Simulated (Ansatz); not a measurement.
`[Br][GeH]([Br])[Br]`. Total charge 0; spin multiplicity 1.

```tsv
atom	x (Å)	y (Å)	z (Å)
Br1	-1.0909	1.6310	-1.0713
Ge2	0.1554	0.0396	-0.0056
Br3	-0.5292	-0.1120	2.1692
Br4	-0.1705	-1.9754	-1.0329
H5	1.6353	0.4167	-0.0593
```

(1) List the harmonic frequencies (cm⁻¹, unscaled) at PBE0-D4/def2-TZVP in Ansatz. (An estimate is asked.)

(2) Is this a minimum?

(3) Give the ideal-gas thermochemistry at 298.15 K and 1 bar (rigid rotor, harmonic oscillator; point group C3v, symmetry number 3).

Results:

(1) Ansatz gave: 91, 91, 127, 279, 333, 333, 684, 684, 2193.

(2) Yes, all 9 modes are real.

(3) Zero-point energy 28.8 kJ/mol; H(298) − E = 48.3 kJ/mol; entropy 364.7 J/(mol·K), of which translation 180.5, rotation 121.6, vibration 62.6; G(298) − E = -60.5 kJ/mol. Modes under 100 cm⁻¹ are hindered rotations or soft bends, so the harmonic entropy is rough.
